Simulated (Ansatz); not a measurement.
```xyz
11

O     1.5936    0.2928    1.2979
C     1.4116   -0.4164    0.3356
C     0.5274   -0.0496   -0.7973
Si   -1.2528    0.0112   -0.1374
O    -1.2738    1.0612    1.1180
H     1.8798   -1.4209    0.2952
H     0.7428    0.9748   -1.1166
H     0.6247   -0.7345   -1.6412
H    -1.6596   -1.3622    0.2648
H    -2.1652    0.5028   -1.1968
H    -0.4287    1.1408    1.5780
```

Total charge 0; spin multiplicity 1.

(1) List the PBE0/def2-TZVPP orbital energies in eV (the Gaussian-basis code of Ansatz). (An estimate is asked.)

## Answers

(1) Ansatz gave: Occupied: -1803.23, -522.94, -522.63, -281.09, -278.60, -145.48, -100.17, -100.13, -100.12, -29.81, -28.10, -21.47, -16.75, -15.66, -14.07, -13.52, -12.85, -11.89, -11.56, -10.72, -10.41, -9.40, -8.72, -7.79. Lowest empty: -1.19, 0.51, 1.08, 1.61, 2.18, 2.26, 2.78, 3.01.
